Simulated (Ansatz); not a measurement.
Ansatz (a program for electronic structure) input (CCSD(T)/def2-SVPD):

Ansatz 0.2 input:
```yaml
crystal:
  periodic: [false, false, false]
  atoms:
    - {symbol: Bi, position_ang: [0.02088028, 0.00996680, 0.73258481]}
    - {symbol: Br, position_ang: [0.86526298, -1.73996508, -0.87049242]}
    - {symbol: Br, position_ang: [-0.91477906, 1.71632952, -0.86678013]}
basis:
  gaussian:
    orbitals: def2-SVPD
total_charge: 1
magnetization: {spin_polarized: false}
correlation: {method: ccsd_t, electrons: outside_noble_gas}
output: {forces: true}
```

End of the output:

```
mean field evaluation 1: about -145783.4747 eV, gradient 2.9e1 eV
mean field evaluation 2: about -145783.6019 eV, gradient 2.9e1 eV
mean field evaluation 4: about -145786.6481 eV, gradient 1.9e0 eV
mean field evaluation 8: about -145786.6895 eV, gradient 2.4e-1 eV
mean field evaluation 16: about -145783.4743 eV, gradient 2.9e1 eV
mean field -145786.69062013 eV, -5357.5620625218 hartree, gradient 2.7e-6 eV, S^2 0.000000; 0 other end points of the search recorded, 0 dependent functions left out
37 core orbitals not correlated
reference -145786.69062013 eV, -5357.5620625218 hartree; 9, 9 occupied and 68, 68 virtual orbitals, 1193 factors
densities: 0.43 GiB planned
second order -8.70504171 eV of doubles, -0.00000000 eV of singles
coupled cluster: 0.31 GiB planned
cycle   1  -9.08939814 eV  change   -3.8e-1 eV  update   1.1e-1
cycle   2  -9.31376370 eV  change   -2.2e-1 eV  update   3.5e-2
cycle   3  -9.39390375 eV  change   -8.0e-2 eV  update   2.6e-2
cycle   4  -9.38692321 eV  change    7.0e-3 eV  update   9.0e-3
cycle   5  -9.38436521 eV  change    2.6e-3 eV  update   3.6e-3
cycle   6  -9.38494205 eV  change   -5.8e-4 eV  update   1.1e-3
cycle   7  -9.38503887 eV  change   -9.7e-5 eV  update   3.4e-4
cycle   8  -9.38508912 eV  change   -5.0e-5 eV  update   9.3e-5
cycle   9  -9.38507947 eV  change    9.7e-6 eV  update   2.8e-5
cycle  10  -9.38507237 eV  change    7.1e-6 eV  update   1.0e-5
cycle  11  -9.38507539 eV  change   -3.0e-6 eV  update   4.8e-6
cycle  12  -9.38507692 eV  change   -1.5e-6 eV  update   1.9e-6
perturbative correction -0.39533612 eV, -0.0145283345 hartree
the calculation of the forces begins
Total energy: -145796.47103317 eV, -5357.9214860716 hartree
Atom 0 at     0.020880     0.009967     0.732585 Å, force     0.021675     0.010346     0.760468 eV/Å
Atom 1 at     0.865263    -1.739965    -0.870492 Å, force     0.203913    -0.422153    -0.380682 eV/Å
Atom 2 at    -0.914779     1.716330    -0.866780 Å, force    -0.225588     0.411807    -0.379786 eV/Å
Dipole moment:     0.017090     0.008158     0.599613 e Å
```
